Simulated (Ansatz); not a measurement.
Input for Ansatz (development build ahead of 0.2.0):

```yaml
crystal:
  periodic: [false, false, false]
  atoms:
    - { symbol: C, position_ang: [0.0, 0.705, 0.0] }
    - { symbol: C, position_ang: [-1.41, 0.705, 0.0] }
    - { symbol: C, position_ang: [-1.41, -0.705, 0.0] }
    - { symbol: C, position_ang: [0.0, -0.705, 0.0] }
    - { symbol: C, position_ang: [0.99702, 1.70202, 0.0] }
    - { symbol: C, position_ang: [2.40702, 1.70202, 0.0] }
    - { symbol: C, position_ang: [3.40404, 0.705, 0.0] }
    - { symbol: C, position_ang: [3.40404, -0.705, 0.0] }
    - { symbol: C, position_ang: [2.40702, -1.70202, 0.0] }
    - { symbol: C, position_ang: [0.99702, -1.70202, 0.0] }
    - { symbol: H, position_ang: [-2.17721, 1.47221, 0.0] }
    - { symbol: H, position_ang: [-2.17721, -1.47221, 0.0] }
    - { symbol: H, position_ang: [0.58181, 2.70443, 0.0] }
    - { symbol: H, position_ang: [2.82223, 2.70443, 0.0] }
    - { symbol: H, position_ang: [4.40645, 1.12021, 0.0] }
    - { symbol: H, position_ang: [4.40645, -1.12021, 0.0] }
    - { symbol: H, position_ang: [2.82223, -2.70443, 0.0] }
    - { symbol: H, position_ang: [0.58181, -2.70443, 0.0] }
basis:
  gaussian: { orbitals: def2-SVP }
magnetization:
  spin_polarized: true
hamiltonian:
  xc: pbe0
```

The input is written out in the form of the current development build from the run's settings.

The run gave:

```yaml
Converged: yes
Total_energy: -384.99927 hartree
Spin_squared_of_the_determinant: 0.358
Stability_test: minimum
```

Caution: the unrestricted determinant is spin contaminated.
